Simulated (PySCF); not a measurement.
H2Si2 (SMILES [Si]=[SiH2]), singlet, geometry from GFN2-xTB; PBE0-D4/cc-pVDZ (PySCF).

PySCF was given this input:
```python
from pyscf import gto, scf, dft

mol = gto.Mole()
mol.atom = '''
    Si   -0.924080    0.235043    0.078485
    Si    1.185323   -0.255263   -0.129047
    H    -2.081109    1.113487   -0.181784
    H    -1.576299   -0.830409    0.889656
'''
mol.basis = 'cc-pvdz'
mol.charge = 0
mol.spin = 0
mol.verbose = 5
mol.build()

mf = dft.RKS(mol)
mf.xc = 'pbe0'
mf.disp = 'd4'
mf.kernel()
```

What the program printed (banner, timings and long lists left out):

```
PySCF version 2.14.0

[INPUT] verbose = 5
[INPUT] max_memory = 4000
[INPUT] num. atoms = 4
[INPUT] num. electrons = 30
[INPUT] charge = 0
[INPUT] spin (= nelec alpha-beta = 2S) = 0
[INPUT] symmetry False subgroup None
[INPUT] Mole.unit = angstrom
[INPUT] Symbol           X                Y                Z      unit          X                Y                Z       unit  Magmom
[...]
[INPUT] ---------------- BASIS SET ----------------
[INPUT] l, kappa, [nprim/nctr], expnt,             c_1 c_2 ...
[INPUT] H
[...]
                                1.962             0.137977
                                0.4446            0.478148
[...]
[INPUT] Si
[...]
                                11820             0.00209717 -0.000555116 0.000142236
                                2692              0.0108506 -0.00293805 0.000752185
                                763.4             0.0436754 -0.0117687 0.00302279
                                249.6             0.137653 -0.0402907 0.0103677
                                90.28             0.316644 -0.100609 0.0262563
                                35.29             0.418581 -0.196528 0.0523989
                                14.51             0.210212 -0.102382 0.0290959
                                4.053             0.0144952 0.52719 -0.178003
                                1.482             -0.0020359 0.593251 -0.346874
                                0.2517            0.000624186 0.0332652 0.62302
[...]
                                74.42             0.0298811 -0.00630328
                                23.48             0.127212 -0.0288255
                                8.488             0.320943 -0.069456
                                3.217             0.455429 -0.119493
                                1.229             0.268563 -0.0199581
                                0.2964            0.0188336 0.510268
[...]
nuclear repulsion = 62.4624587846892
number of shells = 16
number of NR pGTOs = 96
number of NR cGTOs = 46
basis = cc-pvdz
ecp = {}

******** <class 'pyscf.dft.rks.RKS'> ********
method = RKS
initial guess = minao
damping factor = 0
level_shift factor = 0
DIIS = <class 'pyscf.scf.diis.CDIIS'>
diis_start_cycle = 1
diis_space = 8
diis_damp = 0
SCF conv_tol = 1e-09
SCF conv_tol_grad = None
SCF max_cycles = 50
direct_scf = True
direct_scf_tol = 1e-13
XC library pyscf.dft.libxc version 7.1.2
    S. Lehtola, C. Steigemann, M. J. T. Oliveira, and M. A. L. Marques,  SoftwareX 7, 1–5 (2018)
XC functionals = pbe0
    C. Adamo and V. Barone,  J. Chem. Phys. 110, 6158 (1999)
    M. Ernzerhof and G. E. Scuseria,  J. Chem. Phys. 110, 5029 (1999)
radial grids:
    Treutler-Ahlrichs [JCP 102, 346 (1995); DOI:10.1063/1.469408] (M4) radial grids

becke partition: Becke, JCP 88, 2547 (1988); DOI:10.1063/1.454033
pruning grids: <function nwchem_prune>
grids dens level: 3
symmetrized grids: False
atomic radii adjust function: <function treutler_atomic_radii_adjust>
small_rho_cutoff = 0
Set gradient conv threshold to 3.16228e-05
Initial guess from minao.
atom Si rad-grids = 80, ang-grids = [ 50  50  50  50  50  50  50  50  50  50  50  50  50  50  50  50  50  50
  50  50  50  50  50  86  86  86  86  86  86  86  86  86  86  86  86  86
 350 350 350 350 350 350 350 350 434 434 434 434 434 434 434 434 434 434
 434 434 434 434 434 434 434 434 350 350 350 350 350 350 350 350 350 350
 350 350 350 350 350 350 350 350]
atom H rad-grids = 50, ang-grids = [ 50  50  50  50  50  50  50  50  50  50  50  50  50  50  50  86  86  86
  86 266 266 266 266 266 302 302 302 302 302 302 302 302 302 302 302 302
 302 266 266 266 266 266 266 266 266 266 266 266 266 266]
tot_boxes 1848, boxes in each direction [12 10  9]
Padding 0 grids
tot grids = 57976
nelec by numeric integration = 29.995337809996506
E1 = -927.8365346111852  E2 = 285.58524997952856  Ecoul = 327.7781562346331  Exc = -42.192906255104575
Calc dispersion correction with DFTD4.
Parameters: xc=pbe0, atm=True
init E= -579.791474845641
[...]
 -3.70860882e+00 -3.70013463e+00 -3.69966380e+00 -3.66762844e+00
 -3.66645501e+00 -3.66519649e+00 -5.67037449e-01 -4.53542816e-01
 -3.60185189e-01 -2.73524874e-01 -2.17526222e-01 -1.27772562e-01
 -5.96176608e-02  8.39115096e-03  6.76077030e-02  1.23321722e-01
  1.95942612e-01  2.44837401e-01  2.58379559e-01  2.78577319e-01
  3.00945473e-01  3.09821215e-01  3.11354832e-01  3.45616785e-01
  3.63238252e-01  3.66011161e-01  4.06645386e-01  4.13875176e-01
  4.61041691e-01  4.94185983e-01  5.21893767e-01  5.85919898e-01
  6.09826324e-01  7.38900413e-01  8.22059416e-01  1.04568049e+00
  1.34959370e+00  1.41983149e+00  1.45973970e+00  1.65356483e+00
  1.91815151e+00  2.00391359e+00]
nelec by numeric integration = 30.00000027416649
E1 = -927.4886226850424  E2 = 285.20269127229903  Ecoul = 327.41071469535484  Exc = -42.208023423055785
cycle= 6 E= -579.826121626728  delta_E= -4.85e-07  |g|= 0.000129  |ddm|= 0.00144
[...]
  mo_energy =
[-6.63053054e+01 -6.62578345e+01 -5.37018435e+00 -5.33338715e+00
 -3.70858461e+00 -3.70010545e+00 -3.69963454e+00 -3.66762531e+00
 -3.66645118e+00 -3.66519201e+00 -5.67034569e-01 -4.53528077e-01
 -3.60186279e-01 -2.73508568e-01 -2.17517476e-01 -1.27763859e-01
 -5.96083755e-02  8.40523175e-03  6.76050086e-02  1.23331893e-01
  1.95941411e-01  2.44848834e-01  2.58384782e-01  2.78587024e-01
  3.00954674e-01  3.09823867e-01  3.11357776e-01  3.45630643e-01
  3.63249603e-01  3.66018419e-01  4.06652129e-01  4.13880640e-01
  4.61051506e-01  4.94188349e-01  5.21905608e-01  5.85925516e-01
  6.09841620e-01  7.38899162e-01  8.22070672e-01  1.04569237e+00
  1.34960133e+00  1.41983088e+00  1.45975310e+00  1.65356871e+00
  1.91815234e+00  2.00392862e+00]
nelec by numeric integration = 30.000000274175665
E1 = -927.4886720707823  E2 = 285.20274064447256  Ecoul = 327.41076836699204  Exc = -42.20802772251949
cycle= 7 E= -579.826121640294  delta_E= -1.36e-08  |g|= 3.33e-05  |ddm|= 0.000283
[...]
  mo_energy =
[-6.63052873e+01 -6.62578204e+01 -5.37016922e+00 -5.33337669e+00
 -3.70856990e+00 -3.70008955e+00 -3.69961934e+00 -3.66761483e+00
 -3.66644034e+00 -3.66518097e+00 -5.67028767e-01 -4.53524675e-01
 -3.60183035e-01 -2.73502440e-01 -2.17510895e-01 -1.27757136e-01
 -5.96046154e-02  8.40644917e-03  6.76089998e-02  1.23334064e-01
  1.95947198e-01  2.44849410e-01  2.58389880e-01  2.78589303e-01
  3.00960159e-01  3.09829071e-01  3.11363076e-01  3.45635642e-01
  3.63257186e-01  3.66022545e-01  4.06654418e-01  4.13885739e-01
  4.61053812e-01  4.94193547e-01  5.21906471e-01  5.85930802e-01
  6.09846592e-01  7.38904283e-01  8.22074819e-01  1.04569424e+00
  1.34960245e+00  1.41983443e+00  1.45975169e+00  1.65357063e+00
  1.91815704e+00  2.00392760e+00]
nelec by numeric integration = 30.00000027419594
E1 = -927.4885039714231  E2 = 285.20257254434586  Ecoul = 327.4105934458676  Exc = -42.20802090152175
cycle= 8 E= -579.826121641062  delta_E= -7.67e-10  |g|= 7.69e-06  |ddm|= 6.91e-05
[...]
  mo_energy =
[-6.63052909e+01 -6.62578306e+01 -5.37017241e+00 -5.33338541e+00
 -3.70857306e+00 -3.70009264e+00 -3.69962277e+00 -3.66762374e+00
 -3.66644906e+00 -3.66518974e+00 -5.67032134e-01 -4.53526929e-01
 -3.60184795e-01 -2.73504958e-01 -2.17513605e-01 -1.27758786e-01
 -5.96068791e-02  8.40403007e-03  6.76071213e-02  1.23332577e-01
  1.95944589e-01  2.44847671e-01  2.58387258e-01  2.78587576e-01
  3.00958511e-01  3.09826347e-01  3.11361712e-01  3.45633311e-01
  3.63255783e-01  3.66020092e-01  4.06652286e-01  4.13883323e-01
  4.61051335e-01  4.94191462e-01  5.21904304e-01  5.85928255e-01
  6.09843947e-01  7.38902667e-01  8.22072199e-01  1.04569230e+00
  1.34960181e+00  1.41983375e+00  1.45975099e+00  1.65356993e+00
  1.91815600e+00  2.00392624e+00]
nelec by numeric integration = 30.000000274198946
E1 = -927.488598959131  E2 = 285.202667532031  Ecoul = 327.4106927979208  Exc = -42.208025265889766
Extra cycle  E= -579.826121641085  delta_E= -2.27e-11  |g|= 6.68e-06  |ddm|= 2.22e-05
converged SCF energy = -579.826121641085
```
